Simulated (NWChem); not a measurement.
System: tetramethylurea (C5H12N2O); SMILES CN(C)C(=O)N(C)C

Here is an NWChem input.

```
start job
memory heap 200 mb stack 900 mb global 1100 mb
geometry units angstroms noautoz
  C     -2.381442    -0.360558    -0.568422
  N     -1.171258    -0.058372     0.154993
  C     -1.355607     0.682492     1.380168
  C      0.000000     0.000000    -0.583450
  O      0.000000     0.000000    -1.801835
  N      1.171258     0.058372     0.154993
  C      2.381442     0.360558    -0.568422
  C      1.355607    -0.682492     1.380168
  H     -2.901566     0.554148    -0.911457
  H     -3.072196    -0.926844     0.077344
  H     -2.137534    -0.957749    -1.454604
  H     -2.104111     1.483186     1.233499
  H     -1.710511     0.042868     2.208115
  H     -0.417813     1.161187     1.686091
  H      3.072196     0.926844     0.077344
  H      2.901566    -0.554148    -0.911457
  H      2.137534     0.957749    -1.454604
  H      2.104111    -1.483186     1.233499
  H      1.710511    -0.042868     2.208115
  H      0.417813    -1.161187     1.686091
end
basis spherical
  * library aug-cc-pvdz
end
dft
  xc b3lyp
  iterations 150
  semidirect filesize 400000000
  mulliken
end
task dft energy
```

Geometry: optimised at PBE0/def2-SVP. No frequency run checked for a minimum.

### Question
What results follow from this input? (B3LYP/aug-cc-pVDZ.) Quantities: basis functions; energy (Ha); highest occupied level (eV); orbital gap (eV); dipole (D).

### Answer
```
Property                       Value
---------------------------  -------
number of basis functions        292
energy (Ha)                  -382.53
highest occupied level (eV)    -6.42
orbital gap (eV)                5.95
dipole (D)                      3.44
```
